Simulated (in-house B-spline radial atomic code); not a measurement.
Ionising Te4+ with different functionals

Computed with a B-spline radial code for spherical atoms: four-component Dirac-Coulomb Hamiltonian, Fermi nucleus of rms radius 4.7423 fm, spin-restricted, spherical fractional occupations for the functionals. The ionisation energy is the difference of two self-consistent energies, [Kr] 4d10 5s2 → [Kr] 4d10 5s1, without Breit or QED terms; ε is the level of the shell that loses the electron (mean over j).

Hybrids are left out here: with spherical fractional occupations of an open shell their exact exchange keeps a self-interaction that integer-occupation calculations don't have.

| method | rung | ΔSCF (eV) | -ε(5s) (eV) |
| --- | --- | --- | --- |
| LDA VWN5 | LDA | ? | ? |
| relativistic LDA | LDA | 59.57 | 53.68 |
| LDA PW92 | LDA | 59.65 | 53.75 |
| LDA exchange-only | LDA | 58.20 | 52.31 |
| PBE | GGA | 59.09 | 53.22 |
| PBEsol | GGA | 59.12 | 53.30 |
| BLYP | GGA | 59.26 | 53.33 |
| RPBE | GGA | 58.83 | 53.00 |
| PW91 | GGA | 59.21 | 53.35 |
| BP86 | GGA | 59.28 | 53.45 |
| AM05 | GGA | 59.11 | 53.28 |
| OLYP | GGA | ? | ? |

Problem. What does OLYP give?

Solution. ΔSCF 58.67 eV, and -ε(5s) = 52.85 eV.

Problem. What does LDA VWN5 give?

Solution. ΔSCF 59.65 eV, and -ε(5s) = 53.76 eV.

Problem. How do they compare with the NIST value?

Solution. NIST lists 59.3 eV ± 0.9 (measured, ground level to ground level). Errors run from -1.10 to +0.35 eV; all lie within about twice that uncertainty, so the table can't rank the methods.
